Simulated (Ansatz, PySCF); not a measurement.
I₆In₂, SMILES [I][In-]1([I])[I+][In-]([I])([I])[I+]1.

The structure is a stationary point at PBE0-D3(BJ)/def2-SVP. The def2 effective core potentials stand for the cores of I, In; spin–orbit coupling is left out.

Vertical ionisation energy (IE) and electron affinity (EA) in eV. Rows of orbital energies are one-electron estimates. Where ΔSCF, EOM or ADC give a negative EA the extra electron is unbound and the value depends on the basis.

```tsv
level	IE	EA
−ε(HOMO), −ε(LUMO), CAM-B3LYP/def2-SVP (PySCF)	8.97	2.45
−ε(HOMO), −ε(LUMO), PBE/def2-SVP (PySCF)	6.61	4.00
ΔSCF, PBE/def2-SVPD (Ansatz), final states of multiplicity 2 and 2	8.42	2.35
```

**Question.** What vertical singlet–triplet gap does ΔSCF give with PBE/def2-SVPD (Ansatz, a quantum-chemistry and plane-wave program)? (The exact figures need the calculation; the answer reports its results.)

**Answer.** 2.70 eV (triplet above singlet where positive).
